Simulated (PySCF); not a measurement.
Species: C4H11FOSi3.
Atom-mapped SMILES: `[CH2:1]=[C:2]([F:3])[Si:4]1([CH2:5][CH3:6])[SiH2:7][O:8][SiH2:9]1`

NICS is the negative of the GIAO shielding at a point without a nucleus: at the ring centre (0) and 1 Å above and below it (1); zz is the component along the ring normal. Level: GIAO PBE0/pcSseg-1 (PySCF, non-relativistic, gas phase) on the GFN2-xTB geometry, one conformer.

Ring bond lengths (Å), with Mayer bond orders in brackets: Si4–Si7 2.362 (0.88), Si7–O8 1.659 (0.93), O8–Si9 1.663 (0.92), Si9–Si4 2.363 (0.86).

**Question.** Give the NICS values of each ring in ppm.

**Answer.** 
| ring | type | NICS(0) | NICS(1), two faces | NICS(1)zz, two faces | rms pucker (Å) | centre to ring atoms, mean (Å) |
| --- | --- | --- | --- | --- | --- | --- |
| Si4–Si7–O8–Si9 | 4-membered ring with O and 3 Si; formal bonds all single | -0.6 | -0.8 / -0.7 | 3.1 / 3.8 | 0.01 | 1.41 |

**Question.** What can be read from them?

**Answer.** 
- Si4–Si7–O8–Si9: mean NICS(1)zz 3.4 ppm, deshielded. Si4, Si7, Si9 have four or more neighbours; no verdict on aromaticity is drawn.

**Question.** At the second NICS(1) probe listed for ring Si4–Si7–O8–Si9, 1 Å off the ring, how large is the induced field along the normal in 11.7 T applied along it?

**Answer.** NICSzz × B0 = 3.8 ppm × 11.7 T = 44 μT, along the applied field.

**Question.** List the ring angles and the Hirshfeld charges of the ring atoms.

**Answer.** 
- Si4–Si7–O8–Si9: Si4 73.6° (+0.206 e), Si7 84.8° (+0.311 e), O8 116.9° (-0.331 e), Si9 84.7° (+0.311 e); sum 360.0° against 360° for a flat convex ring.

**Question.** What are the shieldings of the ring atoms and their hydrogens in the same run (means over atoms taken as equivalent)?

**Answer.** 
| atoms | environment | σ isotropic (ppm) |
| --- | --- | --- |
| Si4 | four-coordinate silicon | 323.4 |
| Si7 (×2) | oxygen-bound silicon | 343.6 |
| O8 | siloxane oxygen | 280.3 |
| H on Si7 (×2) | Si–H hydrogen | 25.74 |
| H on Si7 (×2) | Si–H hydrogen | 25.82 |

The values belong to the conformer `[CH2:1]=[C:2]([F:3])[Si:4]1([CH2:5][CH3:6])[SiH2:7][O:8][SiH2:9]1`: C1–C2–Si4–C5 7°, C2–Si4–C5–C6 71°.
